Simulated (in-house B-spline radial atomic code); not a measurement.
Ionising Ne V (Ne4+) with different functionals

Computed with an all-electron radial atomic-structure program (B-spline basis): non-relativistic Hamiltonian, point nucleus, spin-polarised at highest spin, spherical fractional occupations for the functionals, the average over the highest-spin determinants for Hartree-Fock. The ionisation energy is the difference of two self-consistent energies, [He] 2s2 2p2 → [He] 2s2 2p1, without Breit or QED terms; ε is the level of the shell that loses the electron (its least bound occupied spin orbital).

Hybrids are left out here: with spherical fractional occupations of an open shell their exact exchange keeps a self-interaction that integer-occupation calculations don't have.

```tsv
method	rung	ΔSCF (eV)	-ε(2p) (eV)
Hartree-Fock	Hartree-Fock	126.11	127.20
LDA VWN5	LDA	127.00	111.97
LDA PW92	LDA	126.99	111.96
LDA exchange-only	LDA	125.42	110.47
PBE	GGA	127.01	111.98
PBEsol	GGA	126.80	111.80
BLYP	GGA	127.15	112.03
RPBE	GGA	126.94	111.94
PW91	GGA	127.22	112.18
BP86	GGA	127.05	112.01
AM05	GGA	126.76	111.77
OLYP	GGA	?	?
TPSS	meta-GGA	127.20	112.28
SCAN	meta-GGA	?	?
r2SCAN	meta-GGA	127.61	113.01
M06-L	meta-GGA	127.41	112.87
revTPSS	meta-GGA	126.94	112.06
```

(1) What does SCAN give?

(2) What does OLYP give?

(3) How do they compare with the NIST value?

Results:

(1) ΔSCF 127.69 eV, and -ε(2p) = 113.10 eV.

(2) ΔSCF 127.31 eV, and -ε(2p) = 112.36 eV.

(3) NIST lists 126.25 eV ± 0.012 (measured, ground level to ground level). Errors run from -0.83 to +1.44 eV; Hartree-Fock is closest (-0.14 eV), but part of that can be cancellation, since the calculations leave out relativity, Breit-QED terms, multiplet and fine-structure energies. Hartree-Fock also lacks correlation.
